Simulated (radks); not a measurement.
Ge V, configuration [Ar] 3d10. Method: Dirac Kohn-Sham, PBE, spin-unpolarised, spherical densities, point nucleus; computed with a radial shooting solver on a logarithmic mesh with Libxc functionals. Some entries of the table are withheld. Estimate them.

orbital,occ.,eigenvalue (Ry),<1/r> (bohr^-1),r(max) (bohr)
1s1/2,2,-809.0862,32.38,0.03072
2s1/2,2,-104.4025,7.150,0.1761
2p1/2,2,-93.26950,(1),0.1392
2p3/2,4,-90.92583,(2),0.1421
3s1/2,2,-15.99258,2.293,0.5426
3p1/2,2,-12.31764,(3),0.5377
3p3/2,4,-12.00279,(4),0.5461
3d3/2,4,-5.76110,(5),0.5014
3d5/2,6,-5.71712,(6),0.5042
4s1/2,0,-3.84331,0.7506,(7)
4p1/2,0,-3.03149,0.6605,1.763
4p3/2,0,-2.99704,0.6525,1.785

Answer. 
(1) 2p1/2 <1/r> (bohr^-1): 7.112
(2) 2p3/2 <1/r> (bohr^-1): 6.918
(3) 3p1/2 <1/r> (bohr^-1): 2.167
(4) 3p3/2 <1/r> (bohr^-1): 2.121
(5) 3d3/2 <1/r> (bohr^-1): 1.812
(6) 3d5/2 <1/r> (bohr^-1): 1.800
(7) 4s1/2 r(max) (bohr): 1.575
